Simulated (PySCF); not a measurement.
Trend along group 13: MTe molecules

PBE0 with double-zeta basis sets in PySCF, for the lowest determinant that a PBE0 search found; no spin–orbit coupling. De refers to high-spin ground-configuration atoms. A positive dipole means M(−)Te(+).

```csv
M,basis,state (unpaired electrons),Re (Å),ωe (cm⁻¹),De (eV),μ (D)
B,aug-cc-pVDZ/aug-cc-pVDZ-PP,doublet (σ ↑),1.959,829,4.00,0.12
Al,def2-SVP,doublet (σ ↑),2.372,405,3.16,-2.87
Tl,def2-SVP,doublet (π ↑),2.924,138,2.58,-3.57
```

The shortest bond is that of BTe (1.959 Å), the longest that of TlTe (2.924 Å). BTe is bound most strongly (4.00 eV) and TlTe least (2.58 eV).

The rows differ in basis set, which adds steps of its own.

The state changes along the series, so neighbouring rows are not always alike in their bonding.

Spin–orbit coupling is left out, which matters for elements this heavy, above all for dissociation energies. States were picked by a PBE0 search and need not be the measured ground states.
